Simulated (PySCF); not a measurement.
**C3H8O3Si2: full NMR table**

```
Formula                               : C3H8O3Si2
SMILES                                : C[Si@@H]1O[SiH2]CC(=O)O1
InChI                                 : InChI=1S/C3H8O3Si2/c1-8-5-3(4)2-7-6-8/h8H,2,7H2,1H3/t8-/m0/s1
Point group of the computed structure : C1
Degrees of unsaturation               : 2
Carbon signals                        : 3
Proton signals                        : 6
```

Bonds (- single, = double, # triple, : aromatic): C1-Si2, Si2-O3, O3-Si4, Si4-C5, C5-C6, C6=O7, C6-O8, O8-Si2. C1 carries H9, H10, H11; Si2 carries H12; Si4 carries H13, H14; C5 carries H15, H16. Stereochemistry as in C[Si@@H]1O[SiH2]CC(=O)O1. H13, H16 are cis to C1 on the ring; H14, H15 are trans to C1 on the ring.

Level of theory: NMR shieldings at PBE0/pcSseg-1/GIAO, geometry from GFN2-xTB, in PySCF 2.14.0 with density-fitted response routines (non-relativistic, fast rotation and ring inversion assumed for equivalent nuclei, one conformer, no solvent model).

Shifts are taken against calculated references (same method and geometry level): TMS for ¹H (31.72 ppm) and ¹³C (186.93 ppm) and ²⁹Si (349.16 ppm); H2O for ¹⁷O (336.08 ppm).

```tsv
carbon	δC, type	δH (multiplicity)	HMBC from (2–3 bonds)	span of the C tensor (ppm)
C1	2.4, CH3	0.36 (d)	H12	18
C5	29.9, CH2	H15 2.33 (m); H16 2.05 (m)	H14, H13	51
C6	170.6, C	–	H14, H13, H12, H15, H16	174
```

Other nuclei:
| atoms | nucleus | environment | δ (ppm) | σ (ppm) |
| --- | --- | --- | --- | --- |
| H14 | ¹H | hydrogen on a silicon bonded to C, O, in a 6-membered ring | 5.37 | 26.35 |
| H13 | ¹H | hydrogen on a silicon bonded to C, O, in a 6-membered ring | 5.31 | 26.41 |
| H12 | ¹H | hydrogen on a silicon bonded to C, 2 O, in a 6-membered ring | 5.28 | 26.44 |
| Si2 | ²⁹Si | silicon bonded to C, 2 O, H, in a 6-membered ring | -13.5 | 362.7 |
| Si4 | ²⁹Si | silicon bonded to C, O, 2 H, in a 6-membered ring | -18.2 | 367.3 |
| O7 | ¹⁷O | carbonyl oxygen | 498.0 | -161.9 |
| O8 | ¹⁷O | oxygen bonded to C, Si, in a 6-membered ring | 223.6 | 112.4 |
| O3 | ¹⁷O | oxygen bonded to 2 Si, in a 6-membered ring | 56.6 | 279.5 |

- Carbon types of the structure: 1 × C, 1 × CH2, 1 × CH3, leaving 3 H on heteroatoms.
- δC 170.6: carbonyl carbon.
- δC 29.9: sp3 CH2 bonded to Si, α to a carbonyl; the adjacent C=O deshields it moderately.
- δC 2.4: methyl carbon bonded to Si; an electropositive neighbour leaves it electron-rich and shielded.
- δH 2.33, 2.05: hydrogen on an sp3 CH2 bonded to Si, α to a carbonyl; α to C=O.
- δH 0.36: hydrogen on a methyl carbon bonded to Si; an electropositive neighbour shields it, as in TMS itself.

Shifts are as computed. Against solution values, carbons near 30 ppm lie about +3 ppm off and those near 130 ppm about +5 ppm. Of 1309 compounds with measured shifts, 239 miss one by over three times the rms of a fit or turn the order of signals round; such compounds aren't used in these exercises. Unscaled 17O shifts of doubly bonded oxygen tend to come out too high, by tens of ppm or more. Experimental scales use liquid or dissolved standards, which lie at an offset from isolated H2O (liquid H2O: subtract about 36 ppm). No couplings were computed; multiplicities are counted from neighbouring protons, with m where these are inequivalent, close in shift, in a saturated or five-membered ring or joined by F or P, and br s for small geminal =CH2 splittings.
